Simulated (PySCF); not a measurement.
Sr(Cl)2 cation (Cl₂Sr), SMILES [Cl][Sr][Cl] (connectivity only; charge and spin as stated), charge +1, multiplicity 2. Atoms are numbered in the order given.

```xyz
3

Sr     0.0000     0.0000    -1.0802
Cl     0.0000     1.3658     1.2072
Cl     0.0000    -1.3658     1.2072
```
Charge +1, spin multiplicity 2.

Geometry optimised at B3LYP-D3(BJ)/def2-TZVP. The multiplicity is an assumed one; other spin states were not compared. The isomer is the one that the SMILES or the coordinates give; other isomers of the formula were not compared. The def2 effective core potentials stand for the cores of Sr; spin–orbit coupling is left out.

Level of theory: B3LYP-D3(BJ)/def2-TZVP (PySCF).

Frequencies are harmonic and unscaled.

```
mode  ν (cm⁻¹)  IR (km/mol)  moving atoms (share of kinetic energy)
----  --------  -----------  --------------------------------------
1          177         11.4                        Cl 85 %, Sr 15 %
2          212          0.2                        Cl 82 %, Sr 18 %
3          295         42.4                        Cl 70 %, Sr 30 %
```
